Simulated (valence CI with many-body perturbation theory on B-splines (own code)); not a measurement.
**Tl LXXVII: calculated level list**

Level of theory: configuration interaction combined with many-body perturbation theory (CI+MBPT): three valence electrons over a frozen Dirac-Fock core [He], radial functions for each j: 11 s, 11 p, 9 d, 7 f, 5 g, 2 h, 1 i, with the one-electron correlation potential Σ1, the two-electron term Σ2, the three-electron term Σ3, Breit, model QED; selected CI, second order for the rest (own B-spline code, finite nucleus).

The last digits are not significant, and no measured levels were compared; by estimate large intervals hold to a few tenths of a per cent, small ones and those within an open d or f shell to about a per cent.

Levels 1 to 45 of 103, with energies above the lowest level, (2s^2 2p1/2) J=1/2. "Leading %" is the weight of the configuration and term that name the level; weights of strongly mixed levels are sums over their largest components and can fall short. In the jj column 3d3/2^4 stands for four electrons in 3d with j = 3/2.

```tsv
No.	Configuration	Term	J	E (Ry)	Leading %	Leading jj	g
1	2s²2p	²P°	1/2	0.0	100	2s^2 2p1/2 (100 %)	0.603
2	2s2p²	⁴P	1/2	23.4	48	2s 2p1/2^2 (100 %)	1.995
3	2s²2p	²P°	3/2	163.3	99	2s^2 2p3/2 (99 %)	1.289
4	2s2p²	⁴P	3/2	179.9	89	2s 2p1/2 2p3/2 (100 %)	1.606
5	2s2p²	²D	5/2	183.0	64	2s 2p1/2 2p3/2 (100 %)	1.292
6	2s2p²	²P	1/2	189.2	68	2s 2p1/2 2p3/2 (100 %)	1.274
7	2s2p²	²D	3/2	189.3	60	2s 2p1/2 2p3/2 (100 %)	0.968
8	2p³	²P°	3/2	213.5	49	2p1/2^2 2p3/2 (99 %)	1.299
9	2s2p²	⁴P	5/2	344.5	64	2s 2p3/2^2 (100 %)	1.410
10	2s2p²	²S	1/2	353.6	68	2s 2p3/2^2 (100 %)	1.915
11	2s2p²	²P	3/2	353.7	58	2s 2p3/2^2 (100 %)	1.160
12	2p³	⁴S°	3/2	372.6	56	2p1/2 2p3/2^2 (100 %)	1.426
13	2p³	²D°	5/2	374.2	100	2p1/2 2p3/2^2 (100 %)	1.152
14	2p³	²P°	1/2	379.1	100	2p1/2 2p3/2^2 (100 %)	0.603
15	2p³	²P°	3/2	539.4	51	2p3/2^3 (100 %)	1.281
16	2s²3s	²S	1/2	968.2	98	2s^2 3s (98 %)	1.976
17	2s²3p	²P°	1/2	975.9	97	2s^2 3p1/2 (97 %)	0.651
18	2s2p3s	⁴P°	1/2	983.9	85	2s 2p1/2 3s (99 %)	2.345
19	2s2p3s	⁴P°	3/2	986.2	58	2s 2p1/2 3s (100 %)	1.516
20	2s2p3s	²P°	1/2	988.9	95	2s 2p1/2 3s (99 %)	0.675
21	2s2p3p	⁴D	1/2	990.4	72	2s 2p1/2 3p1/2 (100 %)	0.253
22	2s2p3p	⁴D	3/2	992.6	39	2s 2p1/2 3p1/2 (100 %)	1.071
23	2s2p3p	⁴P	1/2	996.6	44	2s 2p1/2 3p1/2 (99 %)	1.890
24	2p²3s	⁴P	1/2	1011.8	45	2p1/2^2 3s (98 %)	1.977
25	2p²3p	²P°	1/2	1017.8	47	2p1/2^2 3p1/2 (98 %)	0.639
26	2s²3p	²P°	3/2	1024.0	98	2s^2 3p3/2 (98 %)	1.315
27	2s²3d	²D	3/2	1028.8	98	2s^2 3d3/2 (98 %)	0.781
28	2s2p3p	⁴P	3/2	1039.7	31	2s 2p1/2 3p3/2 (100 %)	1.381
29	2s²3d	²D	5/2	1040.9	70	2s^2 3d5/2 (70 %)	1.217
30	2s2p3p	²D	3/2	1042.6	42	2s 2p1/2 3p3/2 (100 %)	1.237
31	2s2p3p	⁴D	5/2	1042.7	30	2s 2p1/2 3p3/2 (71 %)	1.269
32	2s2p3p	²P	1/2	1042.9	45	2s 2p1/2 3p3/2 (99 %)	1.334
33	2s2p3d	⁴F°	3/2	1043.5	68	2s 2p1/2 3d3/2 (100 %)	0.574
34	2s2p3d	⁴F°	5/2	1046.0	39	2s 2p1/2 3d3/2 (99 %)	0.990
35	2s2p3d	²P°	3/2	1047.4	30	2s 2p1/2 3d3/2 (99 %)	1.135
36	2s2p3d	⁴D°	1/2	1047.7	52	2s 2p1/2 3d3/2 (100 %)	0.441
37	2s2p3d	⁴P°	5/2	1056.8	32	2s 2p1/2 3d5/2 (100 %)	1.293
38	2s2p3d	²F°	7/2	1059.2	41	2s 2p1/2 3d5/2 (100 %)	1.212
39	2s2p3d	²F°	5/2	1060.1	45	2s 2p1/2 3d5/2 (100 %)	1.075
40	2s2p3d	²P°	3/2	1060.2	38	2s 2p1/2 3d5/2 (96 %)	1.128
41	2p²3p	²P°	3/2	1067.3	34	2p1/2^2 3p3/2 (95 %)	1.312
42	2p²3d	²D	3/2	1070.7	43	2p1/2^2 3d3/2 (98 %)	0.779
43	2p²3d	²D	5/2	1084.2	37	2p1/2^2 3d5/2 (98 %)	1.183
44	2s2p3s	⁴P°	5/2	1147.8	100	2s 2p3/2 3s (100 %)	1.557
45	2s2p3s	²P°	3/2	1150.1	75	2s 2p3/2 3s (100 %)	1.378
```

The ionisation energy to 2s² ¹S0 of the next ion comes out as 23248 eV (NIST: 23250 ± 110 eV (theoretical)). All 103 levels together are meant to be complete up to 1251.6 Ry.
